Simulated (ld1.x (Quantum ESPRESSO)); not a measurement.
**Building the ultrasoft potential for Cr (LDA (PZ), scalar-relativistic).**

- Element: Cr (Z = 24)
- Generator: ld1.x (Quantum ESPRESSO) 7.5
- Type: ultrasoft
- Functional: LDA (PZ)
- Relativity: scalar-relativistic
- Frozen core: [Ne]
- Valence charge: 14
- Reference configuration: 3s2 3p6 3d5 4s1 4p0
- Partial waves: 3s (bound): rcut 1.20, rcutus 1.30 bohr; 4s (bound): rcut 1.20, rcutus 1.30 bohr; 3p (bound): rcut 1.35, rcutus 1.60 bohr; 4p (bound, empty): rcut 1.35, rcutus 1.60 bohr; 3d (bound): rcut 1.45, rcutus 1.65 bohr; 3d channel at 0.3 Ry: rcut 1.45, rcutus 1.65 bohr
- Local potential: all-electron potential smoothed inside 1.05 bohr (lloc = -2)
- Core correction: none
- Augmentation charge: PSQ, inside the norm-conserving radii

Task: Does the generator finish with these settings?

Result: Yes, a potential is produced and its reference levels are reproduced.

Task: Is the overlap operator S = 1 + Σ q|β⟩⟨β| positive definite (Bessel basis up to 400 Ry)?

Result: No: its lowest eigenvalue is -6.768, in the s channel, so the generalised eigenproblem breaks down once the basis is large enough.

Task: Tests: 3s2 3p6 3d5 4s0 4p0; 3s2 3p6 3d4 4s0 4p0; 3s2 3p6 3d3 4s0 4p0; 3s1 3p6 3d5 4s1 4p0; 3s2 3p6 3d2 4s0 4p0; 3s2 3p6 3d5 4s0 4p1; 3s2 3p6 3d5.5 4s0.5 4p0. Which has the largest error in its energy relative to the reference configuration, and how large is it?

Result: 3s2 3p6 3d2 4s0 4p0, with +806 meV (all-electron minus pseudo) on +103.14 eV.

The ghost test of this file was not conclusive. Its overlap operator is not positive definite in a basis up to 400 Ry (lowest eigenvalue s -6.77, p -0.76), so the file is unfit for use: the generalised eigenproblem breaks down once the basis is large enough, and its test numbers describe a broken file.
